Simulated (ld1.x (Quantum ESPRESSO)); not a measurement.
**Logarithmic derivatives: phosphorus, ultrasoft**

ld1.x (Quantum ESPRESSO) 7.5 input, shortened:

```
&input
   title='P', zed=15., rel=1, dft='PBESOL', iswitch=3,
   config='[Ne] 3s1.75 3p3.25 3d-2'
 /
 &inputp
   pseudotype=3, tm=.true., lloc=-2, rcloc=1.15,
   nlcc=.true.,
   which_augfun='PSQ', rmatch_augfun=0.95
 /
6
3S  1  0   1.75   0.00  1.30  1.60  0.0
3S  1  0   0.00  -0.15  1.30  1.60  0.0
3P  2  1   3.25   0.00  1.25  1.75  0.0
3P  2  1   0.00   4.50  1.25  1.75  0.0
3D  3  2  -2.00   0.05  1.30  1.40  0.0
3D  3  2  -2.00   1.30  1.30  1.40  0.0
 &test
   configts(1)='3s1.75 3p3.25'
 /
```

The phase is arctan(r·u′/u) with u = r·R(r), unwrapped; energies in Ry, scanned from -3 to 5 Ry. A pole is an energy at which the radial function vanishes at the test radius. The pseudo phase is shifted by a multiple of π to meet the all-electron one at the reference energy, and phase errors are pseudo minus all-electron; the curves can meet again beyond the range given. Levels narrower than the energy grid can be missing from the lists of poles.

| channel | radius (bohr) | reference energy (Ry) | poles, all-electron | poles, pseudo | unbroken range about the reference energy with phases within 0.05 rad | phase error 1 Ry above the reference energy (rad) |
| --- | --- | --- | --- | --- | --- | --- |
| s | 1.89 | -1.04 | 1.82 | 1.81 | the whole range | -0.000 |
| p | 1.89 | -0.41 | 2.88 | 2.88 | the whole range | -0.000 |
| d | 1.89 | 0.05 | 3.70 | 3.70 | the whole range | +0.000 |

Phases in the p channel:

| E (Ry) | all-electron | pseudo |
| --- | --- | --- |
| -3.00 | 1.182 | 1.181 |
| -2.76 | 1.157 | 1.156 |
| -2.52 | 1.126 | 1.125 |
| -2.28 | 1.089 | 1.089 |
| -2.04 | 1.044 | 1.043 |
| -1.80 | 0.986 | 0.985 |
| -1.56 | 0.910 | 0.909 |
| -1.32 | 0.808 | 0.808 |
| -1.08 | 0.667 | 0.667 |
| -0.84 | 0.468 | 0.468 |
| -0.60 | 0.192 | 0.192 |
| -0.36 | -0.148 | -0.148 |
| -0.12 | -0.491 | -0.491 |
| 0.12 | -0.771 | -0.771 |
| 0.36 | -0.975 | -0.976 |
| 0.60 | -1.120 | -1.121 |
| 0.84 | -1.225 | -1.225 |
| 1.08 | -1.303 | -1.304 |
| 1.32 | -1.364 | -1.364 |
| 1.56 | -1.412 | -1.412 |
| 1.80 | -1.451 | -1.452 |
| 2.04 | -1.484 | -1.485 |
| 2.28 | -1.513 | -1.513 |
| 2.52 | -1.538 | -1.538 |
| 2.76 | -1.560 | -1.560 |
| 3.00 | -1.580 | -1.581 |
| 3.24 | -1.599 | -1.599 |
| 3.48 | -1.617 | -1.617 |
| 3.72 | -1.634 | -1.634 |
| 3.96 | -1.650 | -1.650 |
| 4.20 | -1.667 | -1.667 |
| 4.44 | -1.683 | -1.683 |
| 4.68 | -1.700 | -1.700 |
| 4.92 | -1.717 | -1.717 |
